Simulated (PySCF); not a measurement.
Computed IR spectrum (relative IR intensity) of a molecule CH9NSi2. Geometry optimised at ωB97X-D3(BJ)/def2-SVP. The values are those of a single conformer. Computed with ωB97X-D3(BJ)/def2-SVP (PySCF). Frequencies are harmonic and unscaled.

Lines under 2 % of the strongest are left out, and lines within 2 cm⁻¹ are merged.

```
ν (cm⁻¹)  relative intensity
--------  ------------------
733                       17
768                      8.3
936                       25
948                      100
972                       18
985                       29
1004                      12
1023                     7.8
1186                      28
1230                      12
2220                     5.6
2223                      55
2238                      34
2246                     5.4
2285                      32
3028                     8.8
3109                     4.0
3129                     2.8
```

Problem. Which molecule gave these data?
A. C[SiH2]N[SiH3]
B. [SiH3]CN[SiH3]
C. NC([SiH3])[SiH3]
D. CN([SiH3])[SiH3]

Solution. D, CN([SiH3])[SiH3]
